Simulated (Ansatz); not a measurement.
Program: Ansatz. Geometries: PBE0-D4/def2-TZVP. ΔE: electronic, gas phase. CCSD(T)/CBS adds triple-zeta CCSD(T) − MP2 to the extrapolated MP2 energy (def2 sets, frozen cores). This one scheme is used for every species. DFT in def2-TZVPP. B3LYP here is the variant with VWN-RPA as its local correlation; programs differ in this. Each species was taken in one conformer, which may not be the lowest.

Reaction (hydrogenolysis of a C–B bond): `BCC(=N)N` + H₂ → `CC(=N)N` + BH₃

`BCC(=N)N`:

Cartesian coordinates in Å:
```
B 1.311 -1.239 -0.017
C -0.126 -0.859 0.421
C -0.742 0.394 -0.129
N -1.860 0.313 -0.733
N -0.034 1.547 0.129
H 1.704 -2.358 0.137
H 2.078 -0.421 -0.444
H 0.011 -0.735 1.515
H -0.838 -1.679 0.314
H -2.171 1.224 -1.070
H -0.292 2.364 -0.399
H 0.957 1.450 0.276
```

H₂:

```xyz
2

H     0.132    0.181   -0.299
H    -0.132   -0.181    0.299
```

`CC(=N)N`:

Cartesian coordinates in Å:
```
C -0.408 0.712 0.945
C 0.363 -0.080 -0.067
N 1.634 -0.023 -0.076
N -0.420 -0.860 -0.888
H 0.287 1.257 1.577
H -1.078 1.423 0.452
H -1.021 0.051 1.563
H 2.030 -0.612 -0.809
H 0.006 -1.247 -1.712
H -1.392 -0.621 -0.984
```

BH₃:

```xyz
4

B     0.000    0.000    0.000
H    -1.189    0.105   -0.024
H     0.557   -0.250    1.026
H     0.632    0.145   -1.002
```

```tsv
level	ΔE (kcal/mol)	difference from CCSD(T)/CBS
PBE-D4	-0.1	2.4
r2SCAN-D4	-0.8	1.7
PBE0-D4	-1.5	1.0
B3LYP-D4	-2.6	-0.1
ωB97X-V	-2.8	-0.3
B2PLYP	-3.8	-1.3
PBE	-1.2	1.3
PBE0	-2.5	0.0
B3LYP	-4.4	-1.9
HF/def2-TZVPP	-9.2	-6.7
MP2/def2-TZVPP	-2.1	0.4
SCS-MP2/def2-TZVPP	-3.9	-1.4
CCSD/def2-TZVPP	-4.2	-1.7
SCS-MP2/def2-QZVPP	-3.5	-1.0
MP2/CBS(def2)	-1.5	1.0
CCSD/CBS(def2)	-3.6	-1.1
CCSD(T)/CBS	-2.5	0
```

Largest T1 diagnostic among the species: 0.013.

From PBE to PBE0 (25 % exact exchange), in def2-TZVPP and without D4, ΔE moves by −1.3 kcal/mol. In def2-TZVPP, CCSD(T) changes the Hartree–Fock value by +6.2 kcal/mol (the triples alone add +1.2 kcal/mol) and MP2 by +7.1 kcal/mol.
